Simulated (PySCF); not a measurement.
# isopropyl acetate: full NMR table

| Property | Result |
| --- | --- |
| Formula | C5H10O2 |
| SMILES | CC(=O)OC(C)C |
| InChI | InChI=1S/C5H10O2/c1-4(2)7-5(3)6/h4H,1-3H3 |
| Point group of the computed structure | C1 |
| Degrees of unsaturation | 1 |
| Carbon signals | 4 |
| Proton signals | 3 |

Molfile (atoms numbered from 1):
```
C5H10O2
     RDKit          3D

 17 16  0  0  0  0  0  0  0  0999 V2000
    2.5814    0.9600    0.3165 C   0  0  0  0  0  0  0  0  0  0  0  0
    1.2477    0.4623    0.7851 C   0  0  0  0  0  0  0  0  0  0  0  0
    0.9774    0.1761    1.9210 O   0  0  0  0  0  0  0  0  0  0  0  0
    0.3864    0.3739   -0.2368 O   0  0  0  0  0  0  0  0  0  0  0  0
   -0.9383   -0.1137    0.0615 C   0  0  0  0  0  0  0  0  0  0  0  0
   -1.8488    0.4630   -0.9954 C   0  0  0  0  0  0  0  0  0  0  0  0
   -0.9292   -1.6260    0.0802 C   0  0  0  0  0  0  0  0  0  0  0  0
    3.0211    0.2327   -0.3691 H   0  0  0  0  0  0  0  0  0  0  0  0
    3.2374    1.1032    1.1713 H   0  0  0  0  0  0  0  0  0  0  0  0
    2.4632    1.8946   -0.2335 H   0  0  0  0  0  0  0  0  0  0  0  0
   -1.2093    0.2624    1.0509 H   0  0  0  0  0  0  0  0  0  0  0  0
   -2.8781    0.1486   -0.8127 H   0  0  0  0  0  0  0  0  0  0  0  0
   -1.5543    0.1167   -1.9888 H   0  0  0  0  0  0  0  0  0  0  0  0
   -1.8147    1.5536   -0.9856 H   0  0  0  0  0  0  0  0  0  0  0  0
   -1.9338   -2.0032    0.2838 H   0  0  0  0  0  0  0  0  0  0  0  0
   -0.2617   -1.9982    0.8577 H   0  0  0  0  0  0  0  0  0  0  0  0
   -0.6052   -2.0169   -0.8875 H   0  0  0  0  0  0  0  0  0  0  0  0
  1  2  1  0
  2  3  2  0
  2  4  1  0
  4  5  1  0
  5  6  1  0
  5  7  1  0
  1  8  1  0
  1  9  1  0
  1 10  1  0
  5 11  1  0
  6 12  1  0
  6 13  1  0
  6 14  1  0
  7 15  1  0
  7 16  1  0
  7 17  1  0
M  END
```

Computational details: geometry from PBE0-D3(BJ)/def2-TZVP, shieldings: GIAO B97-2/pcSseg-2, in PySCF 2.14 (isolated molecule, a single conformation, non-relativistic Hamiltonian, averaged over atoms made equivalent by symmetry, fast rotation or ring inversion).

δ = σ(ref) − σ, references computed at the same level: ¹H (31.64 ppm) and ¹³C (185.38 ppm) vs TMS; H2O for ¹⁷O (327.66 ppm).

| carbon | δC, type | δH (multiplicity) | HMBC from (2–3 bonds) | span of the C tensor (ppm) |
| --- | --- | --- | --- | --- |
| C1 | 22.8, CH3 | 1.94 (s) | – | 53 |
| C2 | 177.1, C | – | H11, H8/H9/H10 | 161 |
| C5 | 71.2, CH | 5.07 (sept) | H12/H13/H14/H15/H16/H17 | 78 |
| C6/C7 | 23.3, CH3 | 1.16 (d) | H11, H12/H13/H14/H15/H16/H17 | 40 |

Other nuclei:
```tsv
atoms	nucleus	environment	δ (ppm)	σ (ppm)
O3	¹⁷O	ester carbonyl oxygen	422.2	-94.6
O4	¹⁷O	ester alkoxy oxygen	236.6	91.0
```

1. Carbon types of the structure: 1 × C, 1 × CH, 3 × CH3, which accounts for all hydrogens.
2. δC 177.1: ester carbonyl carbon; lone-pair donation from the attached heteroatom keeps it upfield of a ketone carbonyl.
3. δC 71.2: sp3 CH bonded to O; the inductive effect lowers its shielding.
4. δC 23.3: methyl carbon; a saturated carbon with 1 carbon neighbour and no heteroatom attached.
5. δH 5.07: hydrogen on an sp3 CH bonded to O; its carbon carries O, hence the downfield position.
6. δH 1.94: hydrogen on a methyl carbon α to a carbonyl; α to C=O.

Shifts are as computed. Against solution values, carbons near 30 ppm lie about +3 ppm off and those near 130 ppm about +7 ppm. Of 1211 compounds with measured shifts, 218 miss one by over three times the rms of a fit or turn the order of signals round; such compounds aren't used in these exercises. Unscaled 17O shifts of doubly bonded oxygen tend to come out too high, by tens of ppm or more. Experimental scales use liquid or dissolved standards, which lie at an offset from isolated H2O (liquid H2O: subtract about 36 ppm). Multiplicities follow the n + 1 count of equivalent neighbours, as no J values were calculated; m marks all less simple cases, F and P coupling included.
